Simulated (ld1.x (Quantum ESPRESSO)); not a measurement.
## Si: one change to an ultrasoft potential, before and after

* Element: silicon (Si)
* Generator: ld1.x (Quantum ESPRESSO) 7.5
* Type: ultrasoft
* Functional: LDA (PZ)
* Relativity: scalar-relativistic
* Frozen core: [Ne]
* Valence charge: 4
* Reference configuration: 3s2 3p1 (charge +1)
* Partial waves: 3s (bound): rcut 1.25, rcutus 1.60 bohr; 3s channel at 0.6 Ry: rcut 1.25, rcutus 1.60 bohr; 3p (bound): rcut 1.30, rcutus 1.60 bohr; 3p channel at 0.05 Ry: rcut 1.30, rcutus 1.60 bohr
* Local potential: all-electron potential smoothed inside 1.45 bohr (lloc = -2)
* Core correction: Bessel-smoothed model core inside 1.45 bohr
* Augmentation charge: PSQ, radius 1.20 bohr

All-electron outer shells of the reference configuration (LDA (PZ), scalar-relativistic, ld1.x):

```tsv
shell	level (eV)	outermost node (bohr)	outermost maximum (bohr)
3s	-19.11	0.72	1.73
3p	-11.75	0.71	2.01
```

Change: core correction Bessel-smoothed model core inside 1.52 bohr.

Cutoffs: the cutoffs (Ry, on a coarse ladder) from which the occupation-weighted sum of valence levels, in a spherical-Bessel basis at the reference potential, stays within 10 and 1 mRy of its value at 400 Ry; they do not see the model core or the augmentation charge, which bear on the density cutoff. Errors are all-electron minus pseudo energies relative to the spin-unpolarised reference configuration.

Question: What does the change do?

Answer: The potential gets neither clearly harder nor softer (12 Ry and 18 Ry → 12 Ry and 18 Ry); of the 9 tests that both files solve, the error grows in 3 and shrinks in 2 by more than 15 % and 0.3 meV (median size 1.6 → 1.7 meV); neither file shows a bound ghost. A wider model core is smoother and lowers the density cutoff, which this test does not measure.

```tsv
quantity	base	changed
cutoff, loose	12 Ry	12 Ry
cutoff, tight	18 Ry	18 Ry
bound ghosts	none	none
error for 3s2 3p2, meV [ΔE -7.83 eV]	+0.6	+0.7
error for 3s2 3p0, meV [ΔE 16.11 eV]	-1.0	-0.5
error for 3s1 3p0, meV [ΔE 50.26 eV]	-24	-18
error for 3s1 3p3, meV [ΔE -1.02 eV]	+1.6	+1.7
error for 3s2 3p1.5, meV [ΔE -4.86 eV]	+0.3	+0.3
error for 3s0 3p4, meV [ΔE 5.95 eV]	+1.6	+2.2
error for 3s2 3p2.3, meV [ΔE -8.79 eV]	+0.8	+0.9
error for 3s2 3p1 (spin-polarised), meV [ΔE -0.20 eV]	+2.6	+3.6
error for 3s2 3p2 (spin-polarised), meV [ΔE -8.44 eV]	+7.1	+9.4
s: phases at 1.74 bohr within 0.05 rad from the reference energy up to (Ry; the scan ends near 5)	to the end of the scan	to the end of the scan
p: phases at 1.74 bohr within 0.05 rad from the reference energy up to (Ry; the scan ends near 5)	4.1	4.1
lowest overlap eigenvalue by channel	s 0.50, p 0.76	s 0.50, p 0.76
```
